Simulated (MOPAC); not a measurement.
MOPAC input (PM7):

```
PM7 PRECISE GNORM=0.05 LET XYZ GEO-OK AUX(PRECISION=9) THREADS=1
BrOY

Y     0.99262200 1   -0.38960100 1    0.08598500 1
O     1.90967700 1   -0.18867300 1   -1.46047200 1
Br   -1.54256200 1    0.47725200 1    0.23801000 1
```

Output:

```
 *******************************************************************************
 **                                                                           **
 **                              MOPAC v23.2.5                                **
 **                                                                           **
 *******************************************************************************
 ** MOPAC's Digital Object Identifier: https://doi.org/10.5281/zenodo.6511958 **
 **                                                                           **
 ** Please cite the open-source release paper for use of this MOPAC version:  **
 ** J. E. Moussa and J. J. P. Stewart (2026)                                  **
 ** MOPAC: An open-source semiempirical molecular orbital program             **
 ** J. Open Source Softw., 11(119), 8025, https://doi.org/10.21105/joss.08025 **
 *******************************************************************************

                              PM7 CALCULATION RESULTS

 *******************************************************************************
 *  PM7        - The PM7 Hamiltonian to be used
 *  GEO-OK     - OVERRIDE INTERATOMIC DISTANCE AND OTHER SAFETY CHECKS
 *  LET        - OVERRIDE SOME SAFETY CHECKS
 *  PRECISE    - TIGHTER CRITERIA TO BE USED
 *  XYZ        - CARTESIAN COORDINATE SYSTEM TO BE USED
 *  GNORM      - EXIT WHEN GRADIENT NORM DROPS BELOW 0.050
 *  AUX        - OUTPUT AUXILIARY INFORMATION
 *******************************************************************************
PM7 PRECISE GNORM=0.05 LET XYZ GEO-OK AUX(PRECISION=9) THREADS=1
 BrOY

   ATOM   CHEMICAL          X               Y               Z
  NUMBER   SYMBOL      (ANGSTROMS)     (ANGSTROMS)     (ANGSTROMS)

     1       Y          0.99262200  *  -0.38960100  *   0.08598500  *
     2       O          1.90967700  *  -0.18867300  *  -1.46047200  *
     3      Br         -1.54256200  *   0.47725200  *   0.23801000  *

          CARTESIAN COORDINATES

    NO.       ATOM           X           Y           Z

     1         Y          0.9926     -0.3896      0.0860
     2         O          1.9097     -0.1887     -1.4605
     3        Br         -1.5426      0.4773      0.2380

 General Reference for PM7:
 "Optimization of Parameters for Semiempirical Methods VI: More Modifications to the
 NDDO Approximations and Re-optimization of Parameters", J. J. P. Stewart, J. Mol. Mod., 1:32, 19 (2013)
 https://link.springer.com/article/10.1007/s00894-012-1667-x

           Empirical Formula: O Y Br  =     3 atoms

      MOLECULAR POINT GROUP   :   Cs

      RHF CALCULATION, NO. OF DOUBLY OCCUPIED LEVELS = 8

          Geometry optimization using EF

          DIAGONAL MATRIX USED AS START HESSIAN

 CYCLE:     1  GRAD.:   141.429 HEAT: -80.48806
 CYCLE:     2  GRAD.:   178.527 HEAT: -83.46746
 CYCLE:     3  GRAD.:    58.361 HEAT: -92.54833
 CYCLE:     4  GRAD.:    32.681 HEAT: -94.70483
 CYCLE:     5  GRAD.:    27.953 HEAT: -97.57151
 CYCLE:     6  GRAD.:    48.898 HEAT: -99.27762
 CYCLE:     7  GRAD.:     8.243 HEAT: -100.5306
 CYCLE:     8  GRAD.:    19.670 HEAT: -101.0286
 CYCLE:     9  GRAD.:     5.764 HEAT: -101.2114
 CYCLE:    10  GRAD.:     5.811 HEAT: -101.2608
 CYCLE:    11  GRAD.:    13.085 HEAT: -101.2153
 CYCLE:    12  GRAD.:     0.339 HEAT: -101.2729
 CYCLE:    13  GRAD.:     0.432 HEAT: -101.2732
 CYCLE:    14  GRAD.:     0.007 HEAT: -101.2733

     GRADIENT =  0.00722 IS LESS THAN CUTOFF =  0.05000

 -------------------------------------------------------------------------------
 PM7 PRECISE GNORM=0.05 LET XYZ GEO-OK AUX(PRECISION=9) THREADS=1
 BrOY

     GEOMETRY OPTIMISED USING EIGENVECTOR FOLLOWING (EF).
     SCF FIELD WAS ACHIEVED

                              PM7 CALCULATION
                                                       MOPAC v23.2.5 Linux

          FINAL HEAT OF FORMATION =       -101.27334 KCAL/MOL =    -423.72766 KJ/MOL

          COSMO AREA              =        155.00 SQUARE ANGSTROMS
          COSMO VOLUME            =        176.98 CUBIC ANGSTROMS

          GRADIENT NORM           =          0.00722          =       0.00417 PER ATOM
          IONIZATION POTENTIAL    =         10.410960 EV
          HOMO LUMO ENERGIES (EV) =        -10.411  0.253
          NO. OF FILLED LEVELS    =          8
          MOLECULAR WEIGHT        =        184.8093         POINT GROUP:  C*v

          MOLECULAR DIMENSIONS (Angstroms)

            Atom       Atom       Distance
           Br     3    O     2     4.23796
            Y     1    O     2     0.00025
           Br     3    Y     1     0.00000

          SCF CALCULATIONS        =         15

   ATOM   CHEMICAL          X               Y               Z
  NUMBER   SYMBOL      (ANGSTROMS)     (ANGSTROMS)     (ANGSTROMS)

     1       Y          0.81280462  *  -0.16961715  *  -0.36270290  *
     2       O          2.35095547  *  -0.54255101  *  -0.89848264  *
     3      Br         -1.55034640  *   0.40355834  *   0.45982239  *

                             CARTESIAN COORDINATES

   1    Y        0.812804618    -0.169617150    -0.362702901
   2    O        2.350955470    -0.542551013    -0.898482644
   3   Br       -1.550346403     0.403558336     0.459822389

           Empirical Formula: O Y Br  =     3 atoms

      MOLECULAR POINT GROUP   :   C*v

                  EIGENVALUES
 -26.75009 -23.64966 -13.17416 -11.20414 -11.20413 -11.03321 -10.41096 -10.41096
   0.25269   0.25269   0.45070   0.45070   0.53470   1.06022   2.10584   2.10584
   6.39214 266.23759 266.49020 266.49020 267.34379 267.34379

              NET ATOMIC CHARGES AND DIPOLE CONTRIBUTIONS

  ATOM NO.   TYPE          CHARGE      No. of ELECS.   s-Pop       p-Pop       d-Pop
    1          Y           1.618710        1.3813     0.40140     0.96776     0.01213
    2          O          -1.143358        7.1434     1.80741     5.33595
    3         Br          -0.475352        7.4754     1.94994     5.52443     0.00098
 DIPOLE           X         Y         Z       TOTAL
 POINT-CHG.    -3.052     0.739     1.064     3.315
 HYBRID         0.303    -0.074    -0.105     0.329
 SUM           -2.749     0.666     0.959     2.987

          ATOMIC ORBITAL ELECTRON POPULATIONS

     Atom    s        px        py        pz      x^2-y^2     xz        z^2       yz        xy
    1  Y   0.40140   0.46413   0.24453   0.25910   0.00490   0.00327   0.00150   0.00032   0.00215
    2  O   1.80741   1.76297   1.78730   1.78568
    3 Br   1.94994   1.62952   1.95834   1.93657   0.00033   0.00027   0.00012   0.00003   0.00022

 **********************
 *                    *
 * JOB ENDED NORMALLY *
 *                    *
 **********************

 == MOPAC DONE ==
```

The geometry given is a B3LYP-D3(BJ)/def2-TZVP minimum.
